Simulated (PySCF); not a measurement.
An element was calculated at UHF (PySCF 2.14, spin-free X2C, a double-zeta basis, no spin-orbit coupling), in the ground configurations that NIST lists.

```
first ionisation energy  : 8.167 eV
second ionisation energy : 15.034 eV
third ionisation energy  : 32.895 eV
```

Q: Which element is it?

A: Nickel (Ni, Z = 28), in x2c-SVPall. NIST lists 7.640, 18.169, 35.187 ± 0.019 eV for these ionisation energies.
